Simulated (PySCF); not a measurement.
Electron correlation in V⁺ (vanadium, charge +1)

[Ar] 3d4, high-spin 5D determinant. All numbers are calculated (PySCF 2.14, no relativity, point nucleus, in dyall-av2z (16s12p7d2f, 101 functions)). Frozen: [Ar]; 4 electrons correlated; the 25 highest virtual orbitals of each spin left out.

```json
{"level": "CCSD", "correlation energy (mhartree)": "-47.91"}
{"level": "(T)", "correlation energy (mhartree)": "-0.79"}
{"level": "CCSD(T)", "correlation energy (mhartree)": "-48.70"}
```

Diagnostics: T1 = 0.011, D1 = 0.0161, largest double amplitude 0.031.

Q: Is a single reference adequate?

A: Yes: T1 lies below 0.03 and no double amplitude reaches 0.07.
